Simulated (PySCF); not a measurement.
Compound: C6H11P.
Numbering: `[CH:1]#[C:2][PH:3][CH2:4][CH2:5][CH2:6][CH3:7]` (hydrogens: H8 on C1; H9 on P3; H10, H11 on C4; H12, H13 on C5; H14, H15 on C6; H16, H17, H18 on C7)

Method used: TDDFT CAM-B3LYP/def2-SVPD, vertical, gas phase, core orbitals frozen in the response (PySCF). Isolated species at its GFN2-xTB geometry (one conformer only). Torsions of this conformer, `[CH:1]#[C:2][PH:3][CH2:4][CH2:5][CH2:6][CH3:7]`: C2–P3–C4–C5 -169°, P3–C4–C5–C6 -179°, C4–C5–C6–C7 180°.

Kohn–Sham orbitals with the atoms that hold most of them (Löwdin shares over 4%, at most four atoms; ? is withheld):

| orbital | ε (eV) | atoms |
| --- | --- | --- |
| LUMO+2 | 1.51 | P3 16%, C2 13%, C7 12%, C1 12% |
| LUMO+1 | 1.47 | P3 18%, C1 16%, C2 16%, C7 8% |
| LUMO | ? | ? |
| HOMO | -8.23 | ? |
| HOMO-1 | -9.34 | C2 36%, C1 35%, P3 8%, C4 7% |
| HOMO-2 | -10.26 | C2 32%, C1 25%, P3 20%, C4 8% |
| HOMO-3 | -10.73 | C5 18%, C6 17%, C2 10%, C7 10% |

Q: Give the leading atoms of the HOMO.

A: P3 (bonded to 2 C and H) 43%; C2 (bonded to C and P) 19%; C1 (bonded to C and H) 18%; C4 (bonded to C, P and 2 H) 9%. By element: carbon 46% or more, phosphorus 43%.

Q: Give the leading atoms of the LUMO.

A: P3 (bonded to 2 C and H) 24%; C2 (bonded to C and P) 14%; C1 (bonded to C and H) 13%; H9 (bonded to P) 10%. By element: carbon 27% or more, phosphorus 24%, hydrogen 10% or more.

Q: What is the LUMO energy, and the HOMO–LUMO gap?

A: ε(LUMO) = 0.98 eV; the gap is 9.22 eV (0.3387 hartree).

Q: The HOMO–LUMO gap is 9.22 eV. Where does the response calculation put the lowest singlet, and from which orbitals?

A: S1 is at 5.55 eV (f = 0.018), 3.67 eV below the gap, made of HOMO→LUMO (65%), HOMO→LUMO+1 (10%). 

Next come S2 at 6.17 eV (f 0.034), HOMO→LUMO+2 (30%), HOMO→LUMO+1 (24%), HOMO-1→LUMO (19%); S3 at 6.60 eV (f 0.018), HOMO-1→LUMO+2 (23%), HOMO-1→LUMO+1 (18%), HOMO→LUMO (11%); S4 at 6.65 eV (f 0.0090), HOMO→LUMO+1 (23%), HOMO→LUMO+3 (22%), HOMO→LUMO (11%); S5 at 6.98 eV (f 0.120), HOMO→LUMO+6 (27%), HOMO→LUMO+2 (16%), HOMO-2→LUMO (12%).

The run took about 2.1 min of CPU time (one thread, shared machine).
